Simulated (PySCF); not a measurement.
**Correlation energy of Cs⁺ (caesium, charge +1)**

[Xe], closed-shell 1S. All numbers are calculated (PySCF 2.14, the spin-free X2C one-electron Hamiltonian (Gaussian nucleus), in aug-cc-pwCVTZ-X2C). Frozen: [Kr] 4d10; 8 electrons correlated.

| level | correlation energy (mhartree) |
| --- | --- |
| CCSD | -166.99 |
| (T) | -4.80 |
| CCSD(T) | -171.79 |

Diagnostics: T1 = 0.0020, D1 = 0.0052, largest double amplitude 0.017.

Cost of the coupled-cluster step: roughly 6 core-seconds, for 8 correlated electrons.
